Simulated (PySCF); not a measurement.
Species: C₈H₉O (doublet state).
Z-matrix (Å and degrees, GFN2-xTB geometry), rows numbered from 1:
```
C 
C   1  1.3507
C   2  1.4150  1  127.92
C   3  1.4012  2  109.64  1   178.61
C   4  1.3640  3  110.40  2    -0.13
C   5  1.4963  4  109.78  3     1.43
C   6  1.5299  2  113.50  1    63.85
C   7  1.5028  6  114.70  2    45.34
O   7  1.2020  6  121.79  2  -135.72
H   1  1.0757  2  121.07  3    -0.16
H   1  1.0756  2  121.60  3  -179.59
H   3  1.0739  2  124.61  1    -0.61
H   4  1.0764  3  124.48  2  -179.27
H   5  1.0737  4  127.37  3   179.99
H   6  1.0942  2  112.01  1   -57.70
H   8  1.0888  7  109.01  6   -70.39
H   8  1.0873  7  110.14  6    47.87
H   8  1.0870  7  110.02  6   169.72
```

The hyperfine couplings belong to this conformer and change with its torsions.

The species is `C=C1C=C[CH][C@@H]1C(C)=O` [radical].

Computed, not measured: UKS B3LYP, pcH-1 on C H O, non-relativistic, mean-field spin-orbit, GIAO (PySCF). Geometry: GFN2-xTB, one conformer, isolated molecule. Couplings are sensitive to structure, and on GFN2-xTB geometries they can be far from those on DFT ones. The SCF solution wasn't tested for stability. ⟨S²⟩ is 0.789 where a pure state has 0.75.

Principal values of hyperfine tensors in MHz (contact and dipolar terms together), for some of the nuclei:

| atom | isotope | A1 | A2 | A3 |
| --- | --- | --- | --- | --- |
| C3 | 13C | 5.43 | 6.09 | 128.02 |
| C5 | 13C | 2.92 | 4.30 | 118.24 |
| C2 | 13C | -62.30 | -27.02 | -22.50 |
| C4 | 13C | -61.59 | -26.08 | -23.89 |
| H12 | 1H | -52.24 | -34.49 | -14.03 |
| H14 | 1H | -51.39 | -32.43 | -13.31 |
| H11 | 1H | -46.93 | -30.16 | -11.94 |
| H10 | 1H | -43.93 | -29.72 | -11.94 |

(1) Split each tensor into its isotropic and traceless parts, and turn a_iso into mT with g = 2.0026.

(2) What spin density at the nucleus of H11 lies behind its contact coupling (g_N = 5.58569)?

(3) C1 (13C, g_N = 1.40482) isn't in the table. Its spin density at the nucleus is 0.0339 bohr⁻³. What is its contact coupling?

(4) Which nucleus of the table has the largest anisotropic coupling, and what is its form?

(5) In a single crystal, with the field along each principal axis of the tensor of C2 in turn, what first-order splitting does this nucleus give (isotropic g, quadrupole terms neglected)?

Results:

(1) a_iso is a third of the trace, T = A − a_iso, and a(mT) = a(MHz)/(g × 13.996).

```
atom  a_iso (MHz)  a_iso (mT)      T1      T2     T3
  C3        46.51       1.659  -41.09  -40.42  81.50
  C5        41.82       1.492  -38.90  -37.52  76.42
  C2       -37.27      -1.330  -25.02   10.25  14.77
  C4       -37.18      -1.327  -24.40   11.11  13.30
 H12       -33.59      -1.198  -18.65   -0.90  19.56
 H14       -32.38      -1.155  -19.01   -0.06  19.07
 H11       -29.68      -1.059  -17.26   -0.48  17.74
 H10       -28.53      -1.018  -15.40   -1.19  16.59
```

(2) a_FC = (2μ0/3) gₑ μB g_N μN ρ(0)/(2S·h) = 800.24 MHz × g_N × ρ(0)/(2S), with ρ in bohr⁻³. With a_FC = -29.68 MHz and 2S = 1, ρ(0) = -0.006639 bohr⁻³. In magnitude that is 2.1 % of the 1/π = 0.318 of a free hydrogen atom.

(3) By the same relation, a_FC = 38.1 MHz. Its full tensor has the principal values 1.66, 2.79, 109.88 MHz.

(4) C3: -41.1, -40.4, 81.5 MHz, axial, in the ratio −1:−1:+2, the form that spin in one p orbital centred on that nucleus gives.

(5) 2 lines (I = 1/2), spaced by |A_i|/(g × 13.996): 2.22, 0.96, 0.80 mT along the axes of A1, A2 and A3.

The run took 3.1 min of wall time (grids of density and orbitals included) on one thread of an Intel Xeon Platinum 8375C at 2.90 GHz, no GPU, on a shared host, and the process peaked at 0.97 GiB of memory.
